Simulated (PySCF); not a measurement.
Geometries of 2 isomers of C4H7FSe, from PySCF, PBE0-D3(BJ)/def2-SVP geometry optimisation, gas phase. One conformer each, no zero-point energy, no frequencies.

Task: Which is lower in electronic energy at this level?
A.
```xyz
13
angstrom
C      2.276    0.298    0.197
Se     0.889   -0.964    0.673
C     -0.592   -0.209   -0.249
C     -1.872   -0.963   -0.066
C     -0.503    0.894   -0.998
F     -1.570    1.399   -1.630
H      2.455    0.296   -0.887
H      3.185   -0.039    0.712
H      2.019    1.308    0.544
H     -2.689   -0.463   -0.601
H     -1.782   -1.992   -0.451
H     -2.142   -1.033    1.000
H      0.398    1.483   -1.174
```
B.
```xyz
13
angstrom
C     -0.582    1.211   -0.045
C     -0.625   -0.103    0.197
C     -1.873   -0.929    0.172
Se     0.942   -1.121    0.624
C      2.269    0.013   -0.206
F      2.557    1.136    0.513
H     -1.499    1.740   -0.322
H      0.336    1.797    0.036
H     -2.020   -1.456    1.130
H     -2.754   -0.294   -0.003
H     -1.826   -1.698   -0.615
H      3.178   -0.601   -0.304
H      1.895    0.306   -1.199
```

Result: A. That is `[Se](/C(=C/F)C)C`, 3.6 kcal/mol below the other.

```json
{"SMILES": "C[Se]/C(C)=C/F", "atoms numbered as above": "[CH3:1][Se:2]/[C:3]([CH3:4])=[CH:5]/[F:6]", "E (Eh)": "-2656.95902", "relative (kcal/mol)": "0.0", "relative (kJ/mol)": "0.0", "dipole (D)": "1.34"}
{"SMILES": "C=C(C)[Se]CF", "atoms numbered as above": "[CH2:1]=[C:2]([CH3:3])[Se:4][CH2:5][F:6]", "E (Eh)": "-2656.95336", "relative (kcal/mol)": "3.6", "relative (kJ/mol)": "14.9", "dipole (D)": "1.62"}
```
